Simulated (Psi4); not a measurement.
BFO, triplet, at a GFN2-xTB geometry (a higher spin typed on purpose: for a closed-shell molecule this is an excited state), with bond 1-2 at 2.0 times its length; PBE0/def2-TZVP (Psi4).

Here is a job for Psi4.
```
memory 2 GB

molecule mol {
0 3
F    -2.035110    1.041317    0.587044
B     0.042679   -0.546825   -0.352135
O     1.094068    0.063613    0.087948
}

set {
  basis def2-tzvp
  reference uks
  scf_initial_accelerator none
}

energy('pbe0')
print_variables()
```

Output, abridged:

```
   => Loading Basis Set <=

    Name: DEF2-TZVP
    Role: ORBITAL
    Keyword: BASIS

         ---------------------------------------------------------
                                   SCF
               by Justin Turney, Rob Parrish, Andy Simmonett
                          and Daniel G. A. Smith
                              UKS Reference
         ---------------------------------------------------------

  ==> Geometry <==

    Molecular point group: cs
    Full point group: Cs

    Geometry (in Angstrom), charge = 0, multiplicity = 3:

       Center              X                  Y                   Z               Mass
    ------------   -----------------  -----------------  -----------------  -----------------
         F            0.820869782729     1.586276813561     0.000000000000    18.998403162730
         B           -1.022684401308    -0.492849759124     0.000000000000    11.009305360000
         O           -0.271096802867    -1.544915588777     0.000000000000    15.994914619570

  Running in cs symmetry.

  Rotational constants: A =      1.99781  B =      0.15947  C =      0.14768 [cm^-1]
  Rotational constants: A =  59892.76513  B =   4780.85140  C =   4427.43773 [MHz]
  Nuclear repulsion =   36.430296912937202

  Charge       = 0
  Multiplicity = 3
  Electrons    = 22
  Nalpha       = 12
  Nbeta        = 10

  ==> Algorithm <==

  SCF Algorithm Type is DF.
  DIIS enabled.
  MOM disabled.
  Fractional occupation disabled.
  Guess Type is SAD.
  Energy threshold   = 1.00e-06
  Density threshold  = 1.00e-06
  Integral threshold = 1.00e-12

  ==> Primary Basis <==

  Basis Set: DEF2-TZVP
    Blend: DEF2-TZVP
    Number of shells: 33
    Number of basis functions: 93
    Number of Cartesian functions: 108
    Spherical Harmonics?: true
    Max angular momentum: 3

  ==> DFT Potential <==

   => LibXC <=

    Version 7.1.2
    S. Lehtola, C. Steigemann, M. J. T. Oliveira, and M. A. L. Marques,  SoftwareX 7, 1–5 (2018) (10.1016/j.softx.2017.11.002)

   => Composite Functional: PBE0 <=

    PBE0 Hyb-GGA Exchange-Correlation Functional

    C. Adamo and V. Barone,  J. Chem. Phys. 110, 6158 (1999) (10.1063/1.478522)
    M. Ernzerhof and G. E. Scuseria,  J. Chem. Phys. 110, 5029 (1999) (10.1063/1.478401)

    Deriv               =              1
    GGA                 =           TRUE
    Meta                =          FALSE

    Exchange Hybrid     =           TRUE
    MP2 Hybrid          =          FALSE

   => Exchange Functionals <=

    0.7500   Perdew, Burke & Ernzerhof

   => Exact (HF) Exchange <=

    0.2500               HF

   => Correlation Functionals <=

    1.0000   Perdew, Burke & Ernzerhof

   => LibXC Density Thresholds  <==

    XC_HYB_GGA_XC_PBEH:  1.00E-15

   => Molecular Quadrature <=

    Radial Scheme          =       TREUTLER
    Pruning Scheme         =           NONE
    Nuclear Scheme         =       TREUTLER

    Blocking Scheme        =         OCTREE
    BS radius alpha        =              1
    Pruning alpha          =              1
    Radial Points          =             75
    Spherical Points       =            302
    Total Points           =          66397
    Total Blocks           =            568
    Max Points             =            255
    Max Functions          =             91
    Weights Tolerance      =       1.00E-15

   => Loading Basis Set <=

    Name: (DEF2-TZVP AUX)
    Role: JKFIT
    Keyword: DF_BASIS_SCF

  ==> Integral Setup <==

  SCF_SUBTYPE=INCORE selected. In-core MEM_DF algorithm will be used.
  Using in-core AOs.

  ==> MemDFJK: Density-Fitted J/K Matrices <==

    J tasked:                   Yes
    K tasked:                   Yes
    wK tasked:                   No
    Algorithm:                 Core
    Schwarz Cutoff:           1E-12
    Mask sparsity (%):       6.2435
    Fitting Condition:        1E-10

   => Auxiliary Basis Set <=

  Basis Set: (DEF2-TZVP AUX)
    Blend: DEF2-UNIVERSAL-JKFIT
    Number of shells: 75
[...]
   @DF-UKS iter  68:  -199.61376772693706    9.86103e-06   1.55348e-04 DIIS
   @DF-UKS iter  69:  -199.61377758796786   -9.86103e-06   1.56678e-04 DIIS
   @DF-UKS iter  70:  -199.61376772693694    9.86103e-06   1.55348e-04 DIIS
   @DF-UKS iter  71:  -199.61377758796800   -9.86103e-06   1.56678e-04 DIIS
   @DF-UKS iter  72:  -199.61376772693720    9.86103e-06   1.55348e-04 DIIS
   @DF-UKS iter  73:  -199.61377758796803   -9.86103e-06   1.56678e-04 DIIS
   @DF-UKS iter  74:  -199.61376772693706    9.86103e-06   1.55348e-04 DIIS
   @DF-UKS iter  75:  -199.61377758796789   -9.86103e-06   1.56678e-04 DIIS
   @DF-UKS iter  76:  -199.61376772693717    9.86103e-06   1.55348e-04 DIIS
   @DF-UKS iter  77:  -199.61377758796780   -9.86103e-06   1.56678e-04 DIIS
   @DF-UKS iter  78:  -199.61376772693703    9.86103e-06   1.55348e-04 DIIS
   @DF-UKS iter  79:  -199.61377758796786   -9.86103e-06   1.56678e-04 DIIS
   @DF-UKS iter  80:  -199.61376772693711    9.86103e-06   1.55348e-04 DIIS
   @DF-UKS iter  81:  -199.61377758796795   -9.86103e-06   1.56678e-04 DIIS
   @DF-UKS iter  82:  -199.61376772693720    9.86103e-06   1.55348e-04 DIIS
   @DF-UKS iter  83:  -199.61377758796780   -9.86103e-06   1.56678e-04 DIIS
   @DF-UKS iter  84:  -199.61376772693708    9.86103e-06   1.55348e-04 DIIS
   @DF-UKS iter  85:  -199.61377758796789   -9.86103e-06   1.56678e-04 DIIS
   @DF-UKS iter  86:  -199.61376772693711    9.86103e-06   1.55348e-04 DIIS
   @DF-UKS iter  87:  -199.61377758796786   -9.86103e-06   1.56678e-04 DIIS
   @DF-UKS iter  88:  -199.61376772693711    9.86103e-06   1.55348e-04 DIIS
   @DF-UKS iter  89:  -199.61377758796786   -9.86103e-06   1.56678e-04 DIIS
   @DF-UKS iter  90:  -199.61376772693706    9.86103e-06   1.55348e-04 DIIS
   @DF-UKS iter  91:  -199.61377758796783   -9.86103e-06   1.56678e-04 DIIS
   @DF-UKS iter  92:  -199.61376772693711    9.86103e-06   1.55348e-04 DIIS
   @DF-UKS iter  93:  -199.61377758796769   -9.86103e-06   1.56678e-04 DIIS
   @DF-UKS iter  94:  -199.61376772693717    9.86103e-06   1.55348e-04 DIIS
   @DF-UKS iter  95:  -199.61377758796789   -9.86103e-06   1.56678e-04 DIIS
   @DF-UKS iter  96:  -199.61376772693711    9.86103e-06   1.55348e-04 DIIS
   @DF-UKS iter  97:  -199.61377758796780   -9.86103e-06   1.56678e-04 DIIS
   @DF-UKS iter  98:  -199.61376772693700    9.86103e-06   1.55348e-04 DIIS
   @DF-UKS iter  99:  -199.61377758796789   -9.86103e-06   1.56678e-04 DIIS
   @DF-UKS iter 100:  -199.61376772693697    9.86103e-06   1.55348e-04 DIIS

PsiException: Could not converge SCF iterations in 100 iterations.

  Failed to converge.

Traceback (most recent call last):
  File "psi4", line 375, in <module>
  File "<string>", line 25, in <module>
  File "site-packages/psi4/driver/driver.py", line 533, in energy
  File "site-packages/psi4/driver/procrouting/proc.py", line 2760, in run_scf
  File "site-packages/psi4/driver/procrouting/proc.py", line 2047, in scf_helper
  File "site-packages/psi4/driver/procrouting/scf_proc/scf_iterator.py", line 93, in scf_compute_energy
  File "site-packages/psi4/driver/procrouting/scf_proc/scf_iterator.py", line 86, in scf_compute_energy
  File "site-packages/psi4/driver/procrouting/scf_proc/scf_iterator.py", line 609, in scf_iterate

psi4.driver.p4util.exceptions.SCFConvergenceError: Could not converge SCF iterations in 100 iterations.

Printing out the relevant lines from the Psithon --> Python processed input file:
    ""","mol")
    core.IO.set_default_namespace("mol")
    core.set_global_option("BASIS", "def2-tzvp")
    core.set_global_option("REFERENCE", "uks")
    core.set_global_option("SCF_INITIAL_ACCELERATOR", "none")
--> energy('pbe0')
    print_variables()

!-------------------------------------------------------!
!                                                       !
!  Could not converge SCF iterations in 100 iterations. !
!                                                       !
!-------------------------------------------------------!
```

The run did not converge; its last values are not results.
